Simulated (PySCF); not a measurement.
Species: C4H11OPS.
Cartesian coordinates in Å at the GFN2-xTB level; atoms count from 1:
```xyz
18
C4H11OPS angstrom
C      2.819    0.113    0.216
S      1.937    0.361   -1.347
C      0.524   -0.752   -1.085
P     -0.684    0.025    0.077
C     -2.159   -1.062   -0.021
C     -1.155    1.599   -0.722
O     -0.170    0.185    1.444
H      3.638    0.824    0.226
H      3.203   -0.903    0.251
H      2.140    0.303    1.041
H      0.890   -1.696   -0.676
H      0.074   -0.920   -2.061
H     -2.524   -1.171   -1.036
H     -2.931   -0.622    0.608
H     -1.893   -2.035    0.387
H     -1.866    2.100   -0.068
H     -1.590    1.442   -1.704
H     -0.261    2.214   -0.807
```

The calculation used TDDFT CAM-B3LYP/def2-SVPD, vertical, gas phase, core orbitals frozen in the response in PySCF.

Computed states:

```csv
state,E (eV),f
S1,5.38,0.0016
S2,5.94,0.023
S3,6.39,0.0045
S4,6.80,0.021
S5,7.10,0.012
S6,7.30,0.023
S7,7.44,0.025
S8,7.54,0.026
```

Each state is given a Gaussian of 0.25 eV full width at half maximum, with ε(max) = 2.175×10⁸ f / Δν̃ (Δν̃ the width in cm⁻¹). The width is an assumption, not a result. The curve ends short of the highest state used, and states not computed would add to its high-energy end.

Question: What does the envelope look like, and where are its maxima?

Answer: 
λ (nm), ε (L mol⁻¹ cm⁻¹) and a bar:
```
    178.6       1378 #################
    181.6       2258 ###########################
    184.6       1681 ####################
    187.6        513 ######
    190.6        324 ####
    193.7        484 ######
    196.7        347 ####
    199.7        219 ###
    202.7        680 ########
    205.7       1833 ######################
    208.7       2497 ##############################
    211.7       1783 #####################
    214.7        703 ########
    217.8        154 ##
    220.8         35 
    223.8         55 #
    226.8        120 #
    229.8        169 ##
    232.8        153 ##
    235.8         91 #
    238.8         37 
    241.8         11 
    244.9          2 
    247.9          0
```

Maxima: 231 nm (5.38 eV), ε about 170, made up of S1 (100%); 209 nm (5.94 eV), ε about 2500, made up of S2 (100%); 194 nm (6.39 eV), ε about 490, made up of S3 (100%); 182 nm (6.80 eV), ε about 2300, made up of S4 (99%) (ε in L mol⁻¹ cm⁻¹; maxima over ε = 5, shares over 10%).

Question: Coming from long wavelengths, where does ε first pass 100 L mol⁻¹ cm⁻¹?

Answer: At about 235 nm (5.27 eV), 0.11 eV below S1.

Question: On this curve, what absorbance would a 10⁻⁵ mol/L sample give at 222 nm over a 1 cm path?

Answer: 222 nm is 5.585 eV, where ε is about 34 L mol⁻¹ cm⁻¹, so A = ε c l ≈ 0.00034 (Beer–Lambert, with the gas-phase spectrum and the assumed width).

Question: What would ε be at 5.94 eV, the highest of these maxima, with half the width (0.125 eV)?

Answer: About 4980 L mol⁻¹ cm⁻¹ against 2500, a factor of about 1.99; a lone state at its own centre would give exactly 2.

One conformer stands for the species.
